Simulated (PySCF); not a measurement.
Precursor series Mo Cl-F. Gas-phase values, no solvent.

Method: B3LYP-D3(BJ)/def2-TZVP // TPSS-D3(BJ)/def2-SVP (PySCF 2.14.0). B3LYP has the VWN-RPA correlation part, as in Gaussian. 

```
species                                  HOMO–LUMO gap (eV)  charge on the central atom (Mulliken) (e)
---------------------------------------  ------------------  -----------------------------------------
0 of 6 Cl replaced by F ([Mo(Cl)6])                    2.83                                       0.92
1 of 6 Cl replaced by F ([Mo(Cl)5(F)])                 2.73                                       1.12
2 of 6 Cl replaced by F ([Mo(Cl)4(F)2])                3.15                                 (withheld)
4 of 6 Cl replaced by F ([Mo(Cl)2(F)4])          (withheld)                                       1.71
5 of 6 Cl replaced by F ([Mo(Cl)(F)5])                 4.19                                       1.91
6 of 6 Cl replaced by F ([Mo(F)6])               (withheld)                                       2.11
```

Complete the blanks.


- 2 of 6 Cl replaced by F ([Mo(Cl)4(F)2]), charge on the central atom (Mulliken) (e): 1.32
- 4 of 6 Cl replaced by F ([Mo(Cl)2(F)4]), HOMO–LUMO gap (eV): 3.48
- 6 of 6 Cl replaced by F ([Mo(F)6]), HOMO–LUMO gap (eV): 6.31
